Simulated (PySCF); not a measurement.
SMILES c1cc2c(nccc2)c2ncccc12 (GFN2-xTB optimised geometry):

```
22

C      3.452     0.630     0.000
C      2.671     1.793     0.000
N      1.364     1.791     0.000
C      0.720     0.618     0.000
C      1.407    -0.620     0.000
C      2.812    -0.584     0.000
C      0.677    -1.842     0.000
C     -0.677    -1.842     0.000
C     -1.407    -0.620     0.000
C     -2.812    -0.584     0.000
C     -3.452     0.630     0.000
C     -2.671     1.793     0.000
N     -1.364     1.791     0.000
C     -0.720     0.618     0.000
H      4.530     0.697     0.000
H      3.138     2.769     0.000
H      3.367    -1.512     0.000
H      1.233    -2.769     0.000
H     -1.233    -2.769     0.000
H     -3.367    -1.512     0.000
H     -4.530     0.697     0.000
H     -3.138     2.769     0.000
```

Method: PBE0/def2-SVP in PySCF.

### Question
What are the frontier orbital energies and the dipole moment?

### Answer
HOMO-2 -7.13 eV, HOMO-1 -6.89 eV, HOMO -6.75 eV, LUMO -1.53 eV, LUMO+1 -1.43 eV; dipole moment 3.14 D.

On the same geometry PBE/def2-SVP (PySCF) gives HOMO-2 -5.86 eV, HOMO-1 -5.66 eV, HOMO -5.26 eV, LUMO -2.31 eV, LUMO+1 -2.22 eV; dipole moment 3.00 D.

Meta-Löwdin charges at PBE0/def2-SVP: C1 -0.13, C2 0.02, N3 -0.23, C4 0.10, C5 -0.02, C6 -0.08, C7 -0.11, C8 -0.11, C9 -0.02, C10 -0.08, C11 -0.13, C12 0.02, N13 -0.23, C14 0.10, H15 0.12, H16 0.11, H17 0.11, H18 0.11, H19 0.11, H20 0.11, H21 0.12, H22 0.11.
